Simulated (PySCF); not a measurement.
## Bond energies at CCSD(T)/def2-TZVPP beside a composite method

PySCF, lowest determinants of a PBE0 search. The composite is CCSD(T) extrapolated to the basis-set limit from two correlation-consistent sets, with core-valence (CV) and scalar-relativistic (SR) terms as its label shows; it has no spin–orbit coupling and nothing beyond (T).

```csv
species,state (unpaired electrons),De CCSD(T) (eV),De composite (eV),composite,dissociates to
HF,singlet (closed shell),5.98,6.16,CCSD(T)/CBS(TQ)+CV+SR,H + F
C2,"triplet (σ ↑, π ↑)",5.97,6.23,CCSD(T)/CBS(TQ)+CV+SR,C + C
PO,doublet (π ↑),5.75,6.16,CCSD(T)/CBS(TQ)+CV+SR,P + O
TlF,singlet (closed shell),4.99,5.24,CCSD(T)/CBS(DT)+CV,Tl + F
CsBr,singlet (closed shell),3.91,4.07,CCSD(T)/CBS(DT),Cs + Br
SiO,singlet (closed shell),7.94,8.31,CCSD(T)/CBS(TQ)+CV+SR,Si + O
GeS,singlet (closed shell),5.53,5.68,CCSD(T)/CBS(DT)+CV,Ge + S
SnC,"triplet (σ ↑, π ↑)",3.08,3.20,CCSD(T)/CBS(DT),Sn + C
```

Problem. Does CCSD(T) bind more or less than the composite, by how much on average, and where is the difference largest?

Solution. CCSD(T)/def2-TZVPP binds less on average, method and basis taken together: the mean signed difference is -0.24 eV and the mean absolute one 0.24 eV; it is largest for PO (-0.41 eV).

The molecules are drawn from runs that passed checks on state, spin purity and fit, so the hardest cases are missing and the errors look smaller than over all diatomics.

Correlated steps freeze the inner cores (1 to 37 orbitals); shallow outer-core shells are correlated. UHF and ROHF references stand side by side, which adds small steps between rows. These are scalar-relativistic numbers at best; spin–orbit coupling would shift them, the dissociation energy most. Where the molecule has an RHF reference, its open-shell atoms are computed with UHF. The CCSD T1 diagnostic is raised in GeS, SiO, SnC, a sign that a single reference may not be enough there. States were picked by a PBE0 search and need not be the measured ground states.
